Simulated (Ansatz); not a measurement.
`[Cl][In@H-]1[F+][In@H-]([Cl])[F+]1` from Hartree–Fock to CCSD(T)

Z-matrix (Å, degrees):
```
In
F 1 2.119
In 1 3.344 2 37.9
F 1 2.119 2 75.8 3 -0.1
Cl 1 2.305 2 102.1 3 99.7
H 1 1.684 2 112.9 3 -109.2
Cl 3 2.305 1 105.6 2 -89.8
H 3 1.684 1 119.4 2 90.2
```

The species carries charge 0 and has multiplicity 1. Correlated methods include outer-core shells of In, which these sets cover unevenly. In takes the def2 core potential. The geometry is a stationary point of PBE0-D4/def2-TZVP. Frozen core, restricted reference, the Gaussian-basis code of Ansatz.

| basis | HF (Eh) | MP2 corr. | CCSD corr. | (T) | CCSD(T) total |
| --- | --- | --- | --- | --- | --- |
| def2-SVP | -1497.22886 | ? | ? | -0.01677 | ? |
| def2-TZVPP | ? | -1.44762 | – | – | – |
| def2-QZVPP | -1497.84627 | ? | – | – | – |

Question: Fill in the withheld values. (Best estimate.)

Answer: The calculation gave: def2-SVP MP2 corr.: -0.81283; def2-SVP CCSD corr.: -0.85569; def2-SVP CCSD(T) total: -1498.10132; def2-TZVPP HF (Eh): -1497.80708; def2-QZVPP MP2 corr.: -1.91722.
